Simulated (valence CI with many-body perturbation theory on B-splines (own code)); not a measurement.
Assign the levels of Ti X

Calculated by relativistic CI+MBPT: three valence electrons over a frozen Dirac-Fock core [Ne], radial functions for each j: 11 s, 11 p, 10 d, 8 f, 5 g, 2 h, with the one-electron correlation potential Σ1 (screened to all orders), the two-electron term Σ2, the three-electron term Σ3, Breit, model QED; selected single and double excitations, second order for the rest, scaled by the run's own slope (own B-spline code, finite nucleus).

No measured levels were compared; by estimate levels of excited configurations hold to 0.05 to 0.15 % of their energy, terms of the ground configuration to about 0.5 %.

| No. | J | Parity | E (eV) | g |
| --- | --- | --- | --- | --- |
| 1 | 1/2 | odd | 0.000 | 0.665 |
| 2 | 3/2 | odd | 0.937 | 1.334 |
| 3 | 1/2 | even | 19.878 | 2.667 |
| 4 | 3/2 | even | 20.232 | 1.734 |
| 5 | 5/2 | even | 20.735 | 1.598 |
| 6 | 3/2 | even | 26.294 | 0.801 |
| 7 | 5/2 | even | 26.363 | 1.202 |
| 8 | 1/2 | even | 32.822 | 1.920 |
| 9 | 1/2 | even | 34.882 | 0.750 |
| 10 | 3/2 | even | 35.400 | 1.332 |
| 11 | 3/2 | even | 42.821 | 0.799 |
| 12 | 5/2 | even | 42.888 | 1.200 |
| 15 | 3/2 | odd | 52.552 | 1.989 |
| 16 | 1/2 | odd | 57.323 | 0.665 |

Energies count from the lowest level. Strongly mixed levels and levels close to another of their J and parity are left out, so the numbers can have gaps.

**Question.** Give configuration and LS term of each level.

**Answer.** 1: 3s2 3p 2P°; 2: 3s2 3p 2P°; 3: 3s 3p2 4P; 4: 3s 3p2 4P; 5: 3s 3p2 4P; 6: 3s 3p2 2D; 7: 3s 3p2 2D; 8: 3s 3p2 2S; 9: 3s 3p2 2P; 10: 3s 3p2 2P; 11: 3s2 3d 2D; 12: 3s2 3d 2D; 15: 3p3 4S°; 16: 3p3 2P°.
